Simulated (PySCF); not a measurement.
CHO₃ (SMILES O=C([O-])O), charge -1, singlet, at a GFN2-xTB geometry; HF/cc-pVDZ run with PySCF.

PySCF was given this input:
```python
from pyscf import gto, scf

mol = gto.M(
    atom='''
O     1.13393356   -0.59547373    0.06006873
C    -0.17204899    0.04624794   -0.01054587
O    -0.11749047    1.27346465    0.03311655
O    -1.10808714   -0.72896887   -0.10125746
H     1.76544629    0.13033604    0.12785263
''',
    basis='cc-pvdz',
    charge=-1,
    verbose=4,
)

mf = scf.RHF(mol)
mf.kernel()
```

Problem. What does PySCF print? Leave out banner, timings and long lists.

Solution. 
```
PySCF version 2.14.0

[INPUT] verbose = 4
[INPUT] num. atoms = 5
[INPUT] num. electrons = 32
[INPUT] charge = -1
[INPUT] spin (= nelec alpha-beta = 2S) = 0
[INPUT] symmetry False subgroup None
[INPUT] Mole.unit = angstrom
[INPUT] Symbol           X                Y                Z      unit          X                Y                Z       unit  Magmom
[INPUT]  1 O      1.133933560000  -0.595473730000   0.060068730000 AA    2.142823871853  -1.125282264073   0.113513448350 Bohr   0.0
[INPUT]  2 C     -0.172048990000   0.046247940000  -0.010545870000 AA   -0.325125471108   0.087395940425  -0.019928806045 Bohr   0.0
[INPUT]  3 O     -0.117490470000   1.273464650000   0.033116550000 AA   -0.222024810546   2.406499417815   0.062581209690 Bohr   0.0
[INPUT]  4 O     -1.108087140000  -0.728968870000  -0.101257460000 AA   -2.093981216753  -1.377551517634  -0.191348867469 Bohr   0.0
[INPUT]  5 H      1.765446290000   0.130336040000   0.127852630000 AA    3.336209975729   0.246299419760   0.241606455005 Bohr   0.0

nuclear repulsion = 113.519576379816
number of shells = 23
number of NR pGTOs = 111
number of NR cGTOs = 61
basis = cc-pvdz
ecp = {}

******** <class 'pyscf.scf.hf.RHF'> ********
method = RHF
initial guess = minao
damping factor = 0
level_shift factor = 0
DIIS = <class 'pyscf.scf.diis.CDIIS'>
diis_start_cycle = 1
diis_space = 8
diis_damp = 0
SCF conv_tol = 1e-09
SCF conv_tol_grad = None
SCF max_cycles = 50
direct_scf = True
direct_scf_tol = 1e-13
Set gradient conv threshold to 3.16228e-05
Initial guess from minao.
init E= -263.579371443772
  HOMO = -0.413091578358912  LUMO = 0.127901834465749  gap/eV = 14.72118
cycle= 1 E= -262.930234864722  delta_E= 0.649  |g|= 0.956  |ddm|= 2.21
  HOMO = -0.0963724218129114  LUMO = 0.370426930852378  gap/eV = 12.70226
cycle= 2 E= -263.039686081898  delta_E= -0.109  |g|= 0.593  |ddm|= 0.874
  HOMO = -0.180517252884648  LUMO = 0.383202737132744  gap/eV = 15.33960
cycle= 3 E= -263.09988600588  delta_E= -0.0602  |g|= 0.046  |ddm|= 0.329
  HOMO = -0.182838003788233  LUMO = 0.388779867757187  gap/eV = 15.55451
cycle= 4 E= -263.100574188825  delta_E= -0.000688  |g|= 0.0184  |ddm|= 0.0552
  HOMO = -0.182670178683805  LUMO = 0.390258123246397  gap/eV = 15.59017
cycle= 5 E= -263.100670667831  delta_E= -9.65e-05  |g|= 0.00544  |ddm|= 0.0188
  HOMO = -0.181667176449243  LUMO = 0.389711924648271  gap/eV = 15.54802
cycle= 6 E= -263.100682692041  delta_E= -1.2e-05  |g|= 0.0017  |ddm|= 0.00643
  HOMO = -0.181688684085418  LUMO = 0.389790433485479  gap/eV = 15.55074
cycle= 7 E= -263.100684521741  delta_E= -1.83e-06  |g|= 0.000503  |ddm|= 0.00305
  HOMO = -0.181523980489416  LUMO = 0.389811521280565  gap/eV = 15.54683
cycle= 8 E= -263.100684668564  delta_E= -1.47e-07  |g|= 0.000143  |ddm|= 0.000919
  HOMO = -0.181524916611414  LUMO = 0.389811967000627  gap/eV = 15.54687
cycle= 9 E= -263.100684678129  delta_E= -9.56e-09  |g|= 4.93e-05  |ddm|= 0.000242
  HOMO = -0.18152447079251  LUMO = 0.389810645351631  gap/eV = 15.54682
cycle= 10 E= -263.100684678897  delta_E= -7.68e-10  |g|= 2.1e-05  |ddm|= 5.77e-05
  HOMO = -0.181521112759061  LUMO = 0.389810887513973  gap/eV = 15.54674
Extra cycle  E= -263.100684679007  delta_E= -1.1e-10  |g|= 1.27e-05  |ddm|= 2.54e-05
converged SCF energy = -263.100684679007
```
